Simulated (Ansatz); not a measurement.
Consider the substitution at a C–C bond: `CC(C)(C)[O][AlH2]` + `N=CCl` → `C/N=C/Cl` + `CC(C)[O][AlH2]`.

Program: Ansatz. Geometries: PBE0-D4/def2-TZVP. ΔE: electronic, gas phase. CCSD(T)/CBS adds triple-zeta CCSD(T) − MP2 to the extrapolated MP2 energy (def2 sets, frozen cores). This one scheme is used for every species. DFT in def2-TZVPP. B3LYP here is the variant with VWN-RPA as its local correlation; programs differ in this. One conformer a species, not always the lowest.

`CC(C)(C)[O][AlH2]`:

Z-matrix (Å, degrees):
```
C
C 1 1.521
H 1 1.092 2 110.1
H 1 1.092 2 110.1 3 -119.2
H 1 1.092 2 111.1 3 120.4
C 2 1.524 1 110.4 3 178.5
C 2 1.524 1 110.4 3 -59.3
O 2 1.414 1 107.1 3 59.6
H 6 1.094 2 110.5 1 -179.7
H 6 1.093 2 110.1 1 -59.7
H 6 1.093 2 111.2 1 60.3
H 7 1.094 2 110.5 1 179.7
H 7 1.093 2 111.2 1 -60.3
H 7 1.093 2 110.1 1 59.7
Al 8 1.685 2 137.9 1 180.0
H 15 1.578 8 115.6 2 -179.9
H 15 1.586 8 120.8 2 0.0
```

`N=CCl`:

```xyz
5

N     0.132    0.946   -0.267
C    -0.090   -0.250    0.007
Cl   -1.230   -1.177   -0.905
H     0.828    1.334    0.368
H     0.361   -0.853    0.797
```

`C/N=C/Cl`:

Z-matrix (Å, degrees):
```
C
N 1 1.441
H 1 1.098 2 113.9
H 1 1.093 2 108.8 3 121.9
H 1 1.093 2 108.8 3 -121.9
C 2 1.244 1 117.8 3 -0.2
Cl 6 1.728 2 121.7 1 -180.0
H 6 1.094 2 126.4 1 0.0
```

`CC(C)[O][AlH2]`:

Z-matrix (Å, degrees):
```
C
C 1 1.517
H 1 1.093 2 110.9
H 1 1.091 2 110.3 3 120.4
H 1 1.094 2 110.3 3 -120.0
C 2 1.517 1 111.9 3 60.7
O 2 1.403 1 109.2 3 -174.6
H 2 1.099 1 108.1 3 -58.6
H 6 1.093 2 111.1 1 -179.7
H 6 1.093 2 110.7 1 -59.7
H 6 1.094 2 110.7 1 60.1
Al 7 1.681 2 142.1 1 -117.0
H 12 1.578 7 115.3 2 178.3
H 12 1.585 7 121.3 2 -1.9
```

Task: Is it downhill or uphill in electronic energy at CCSD(T)/CBS, and by how much? (Best estimate.)

Result: The calculation gave: Uphill: ΔE = +8.5 kcal/mol.

Task: What do these levels give: PBE-D4, B97M-V, B3LYP-D4, r2SCANh-D4, r2SCAN0-D4, BLYP, r2SCAN0, MP2/def2-SVP, CCSD/def2-SVP, CCSD(T)/def2-SVP, MP2/def2-TZVPP, CCSD(T)/def2-TZVPP? (Estimate.)

Result: The calculation gave: PBE-D4 6.2, B97M-V 7.8, B3LYP-D4 6.3, r2SCANh-D4 7.3, r2SCAN0-D4 7.4, BLYP 3.7, r2SCAN0 7.0, MP2/def2-SVP 8.8, CCSD/def2-SVP 8.1, CCSD(T)/def2-SVP 8.4, MP2/def2-TZVPP 8.7, CCSD(T)/def2-TZVPP 8.3 kcal/mol.

Largest T1 diagnostic among the species: 0.012.

Leaving LDA and LC-ωPBE aside and taking each functional with its dispersion term where it has one, the values, not all of them listed here, spread over 2.0 kcal/mol, from BLYP-D4 to ωB97M-V. LDA lies +1.5 kcal/mol from PBE without D4. The D4 term adds +1.8 kcal/mol with B3LYP and +1.0 kcal/mol with PBE0; it sums over pairs of atoms, weighted by their polarisabilities, and B3LYP, whose exchange is more repulsive, gets the larger term.
